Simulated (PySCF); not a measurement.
C4H10OS2Si2.
Atom-mapped SMILES: `[SiH3:1][S:2]/[CH:3]=[CH:4]\[Si@@H:5]1[O:6][CH2:7][CH2:8][S:9]1`

Structure used (GFN2-xTB), in Å, numbered top down from 1:
```xyz
19
C4H10OS2Si2 angstrom
Si     4.515    0.175    0.587
S      2.499   -0.605    0.576
C      1.745    0.440   -0.606
C      0.436    0.453   -0.823
Si    -0.747   -0.621    0.136
O     -2.085   -0.746   -0.791
C     -3.307   -0.674   -0.124
C     -3.268    0.431    0.920
S     -1.695    0.311    1.837
H      5.018    0.104   -0.781
H      4.456    1.560    1.041
H      5.207   -0.713    1.503
H      2.434    1.064   -1.158
H      0.053    1.118   -1.587
H     -0.289   -1.932    0.571
H     -3.515   -1.635    0.360
H     -4.086   -0.475   -0.866
H     -3.297    1.412    0.448
H     -4.085    0.341    1.632
```

NICS is the negative of the GIAO shielding at a point without a nucleus: at the ring centre (0) and 1 Å above and below it (1); zz is the component along the ring normal. Level: GIAO PBE0/pcSseg-1 (PySCF, non-relativistic, gas phase) on the GFN2-xTB geometry, one conformer.

Ring bond lengths (Å), with Mayer bond orders in brackets: Si5–O6 1.633 (0.97), O6–C7 1.393 (0.90), C7–C8 1.521 (1.02), C8–S9 1.824 (0.99), S9–Si5 2.159 (0.95).

Q: Give the NICS values of each ring in ppm.

A: 
| ring | type | NICS(0) | NICS(1), two faces | NICS(1)zz, two faces | rms pucker (Å) | centre to ring atoms, mean (Å) |
| --- | --- | --- | --- | --- | --- | --- |
| Si5–O6–C7–C8–S9 | 5-membered ring with O, S and Si; formal bonds all single | -8.6 | -4.2 / -4.0 | -4.6 / -4.7 | 0.17 | 1.42 |

Q: What can be read from them?

A: 
- Si5–O6–C7–C8–S9: mean NICS(1)zz -4.6 ppm, shielded. Si5, C7, C8 have four or more neighbours, and the NICS criterion for π rings isn't applied.

Q: At the first NICS(1) probe listed for ring Si5–O6–C7–C8–S9, 1 Å off the ring, how large is the induced field along the normal in 9.4 T applied along it?

A: NICSzz × B0 = -4.6 ppm × 9.4 T = -43 μT, against the applied field.

Q: List the ring angles and the Hirshfeld charges of the ring atoms.

A: 
- Si5–O6–C7–C8–S9: Si5 96.9° (+0.369 e), O6 116.3° (-0.232 e), C7 110.1° (+0.003 e), C8 108.7° (-0.076 e), S9 90.6° (-0.125 e); sum 522.6° against 540° for a flat convex ring.
